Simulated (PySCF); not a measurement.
# Bond lengths and vibrations by method: CGeH3O2 anion

These are calculations, not measurements. They come from PySCF 2.14.0, an open-source quantum chemistry program, on an isolated molecule that a program drew, which may never have been made. The molecule is CGeH3O2 anion (charge -1, singlet), drawn as the SMILES string `[O-][C](O)=[GeH2]`.

The geometry was optimised and harmonic frequencies were computed with HF and MP2, all in the aug-cc-pVDZ basis, for the commonest isotopes, with a restricted reference for singlets and an unrestricted one otherwise, and a frozen core in MP2. Germanium has the aug-cc-pVDZ-PP basis, with a core potential (ECP10MDF) in place of its 10 inner electrons, and its 3s, 3p and 3d shells are frozen in MP2. Each result is a local minimum of its method.

Geometry at the HF minimum:
```xyz
7
CGeH3O2 anion, angstrom
O     2.0173   -3.1408    0.6171
C     1.0412   -2.5224    0.9254
O     0.7755   -2.4286    2.2670
Ge   -0.3585   -1.6781   -0.3687
H     0.0258   -1.8631    2.3623
H     0.6107   -0.4993   -0.8244
H    -1.0624   -0.8236    0.8148
```

Lengths of the bonds as drawn, in Å (atoms numbered as above):
| bond | HF | MP2 |
|---|---|---|
| O1-C2 | 1.196 | 1.226 |
| C2-O3 | 1.371 | 1.420 |
| C2-Ge4 | 2.085 | 2.087 |
| O3-H5 | 0.944 | 0.973 |
| Ge4-H6 | 1.593 | 1.601 |
| Ge4-H7 | 1.621 | 1.627 |

Rotational constants, in GHz:
```
constant     HF    MP2
       A  10.85  10.33
       B  2.631    2.6
       C   2.16   2.12
```

Harmonic frequencies in cm^-1, each column in rising order, so a row needn't be the same motion in every method:
```
rank    HF   MP2
   1   113   126
   2   268   247
   3   297   288
   4   480   424
   5   637   632
   6   746   653
   7   755   696
   8   792   722
   9   951   887
  10  1117   946
  11  1411     ?
  12  1769  1690
  13  1877  1751
  14  1909  1867
  15  4151  3715
```

**Estimate the missing MP2 frequency from the HF column.**

A single factor s that minimises the squared misfit of MP2 against s times HF over the other rows is sum(HF x MP2) / sum(HF^2) = 0.9155, with an rms misfit of 52 cm^-1. For rank 11 it gives 0.9155 x 1411 = 1292 cm^-1. The calculation gives 1263 cm^-1, 29 cm^-1 below the estimate. The drawn bonds are on average 1.7 % longer in MP2 than in HF.
